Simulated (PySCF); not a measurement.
Species: AlMe2(NHtBu), C6H16AlN.
Bonds: Al1–C2, Al1–C6, Al1–N10, N10–C11, C11–C12, C11–C13, C11–C14. Hydrogens: H3, H4, H5 on C2; H7, H8, H9 on C6; H15 on N10; H16, H17, H18 on C12; H19, H20, H21 on C13; H22, H23, H24 on C14.

Lines to be assigned: C 1s: 289.38 (area 2), 290.13 (area 3), 291.17 (area 1) eV; N 1s: 403.28 eV; Al 1s: 1565.59 eV.

Computed with PySCF 2.14.0, delta-SCF UKS SCAN, pcX-2 on the ionised atom, pcseg-1 elsewhere, spin-free X2C. Geometry: PBE0-D3(BJ)/def2-SVP; no solvent, vibrations or thermal averaging.

(1) Order the carbon atoms by C 1s binding energy.

Results:

(1) 289.38 eV: C2/C6 (carbon bonded to Al and 3 H); 290.13 eV: C12/C13/C14 (carbon bonded to C and 3 H); 291.17 eV: C11 (carbon bonded to 3 C and N). The listed C 1s values span 1.79 eV, from C2/C6 (bonded to 3 H and Al) to C11 (bonded to N and 3 C). The widest gap between neighbouring values is 1.04 eV, between 290.13 and 291.17 eV.

Bonded neighbours of each site: Al1: N and 2 C; C2/C6: 3 H and Al; N10: C, H and Al; C11: N and 3 C; C12/C13/C14: C and 3 H.

Task: Which photon energy gives electrons from C 1s of C2/C6 a kinetic energy of 100 eV, and what is their de Broglie wavelength?

Result: hν = 289.38 + 100 = 389.38 eV, recoil neglected; λ = 12.264 Å/√(E/eV) = 1.23 Å.

Topologically equivalent atoms share the value of their first member; where this conformer doesn't relate them by symmetry, their own values could differ.

Hardware: an Intel Xeon Platinum 8259CL at 2.50 GHz with 2 threads, no GPU, on a shared host. Cost: 93 s wall, 3.9 min CPU, 1.1 GiB resident at most.
